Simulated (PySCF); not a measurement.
Species: [PtCl6]2- (charge -2 and singlet state).
Bonds: Pt1–Cl2, Pt1–Cl3, Pt1–Cl4, Pt1–Cl5, Pt1–Cl6, Pt1–Cl7.

Method: PySCF, PBE0-D3(BJ)/def2-SVP geometry optimisation, gas phase, def2 core potentials past Kr.

**Question.** What internal coordinates does the optimisation give?

**Answer.** 
| bond | length (Å) |
| --- | --- |
| Pt1–Cl2 and 5 like bonds | 2.360 |

Bonds in one row agree within 0.01 Å and their mean is given. A selection of angles:
| angle | degrees |
| --- | --- |
| Cl2–Pt1–Cl3 | 179.9 |
| Cl2–Pt1–Cl4 | 90.1 |

Pt1 (platinum bonded to 6 Cl) is octahedral (the three widest angles are 179.9°, 179.9° and 179.9°, the others run from 89.7° to 90.3°). All 6 Cl–Pt bonds measure 2.360 to 2.361 Å.

Point group: Oh (every atom within 0.08 Å of its image). Not checked by PBE0-D3(BJ)/def2-SVP frequencies. Whether so highly charged an anion holds all its electrons in the gas phase wasn't checked; a finite basis holds them in any case. No counter-ion or solvent screens the charge of this multiply charged ion.
